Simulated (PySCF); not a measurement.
Screening by computed properties: pick the candidate that meets the target.

Each SMILES stands for a single optimised conformer of the isolated species, non-relativistic unless stated. Electronic properties by PySCF.

Dipoles, sizes and rotational constants follow the conformer. The torsions of the flexible species, by atom-mapped SMILES:
- `[CH3:1][C@@H:2]([CH:3]1[CH2:4][CH2:5][CH2:6]1)[S@@:7]([CH3:8])=[O:9]`: C1–C2–C3–C4 -52°, C1–C2–S7–C8 162°
- `[CH3:1][O:2][Si@H:3]([PH2:4])[C:5]([CH3:6])([CH3:7])[CH3:8]`: C1–O2–Si3–P4 -41°, O2–Si3–C5–C6 -175°, H–P4–Si3–O2 176°, H–P4–Si3–O2 84°
- `[CH3:1][CH2:2][C:3]([CH3:4])([CH3:5])[O:6][SiH2:7][PH2:8]`: C1–C2–C3–C4 59°, C2–C3–O6–Si7 180°, C3–O6–Si7–P8 -175°, H–P8–Si7–O6 -87°, H–P8–Si7–O6 180°
- `[N:1]#[C:2][C:3]1=[C:4]([CH2:5][Cl:6])[C@H:7]1[SiH2:8][Cl:9]`: C3–C4–C5–Cl6 2°, C4–C7–Si8–Cl9 -17°

Task: Wanted: dipole moment between 1.4 D and 4 D (PBE0/pcSseg-1) and HOMO energy below -7 eV (PBE0/pcSseg-1), at GFN2-xTB geometries. Which candidate meets both?
A. `CO[Si@H](P)C(C)(C)C`
B. `C1(CCC1)[C@@H]([S@](=O)C)C`
C. `C(C)C(C)(O[SiH2]P)C`
D. `N#CC1=C(CCl)[C@H]1[SiH2]Cl`

Result: C. Computed values:
| species | dipole moment | HOMO energy |
| --- | --- | --- |
| CO[Si@H](P)C(C)(C)C | 0.89 D | -7.22 eV |
| C(C)C(C)(O[SiH2]P)C | 1.97 D | -7.32 eV |
| C1(CCC1)[C@@H]([S@](=O)C)C | 3.50 D | -6.46 eV |
| N#CC1=C(CCl)[C@H]1[SiH2]Cl | 4.74 D | -7.71 eV |
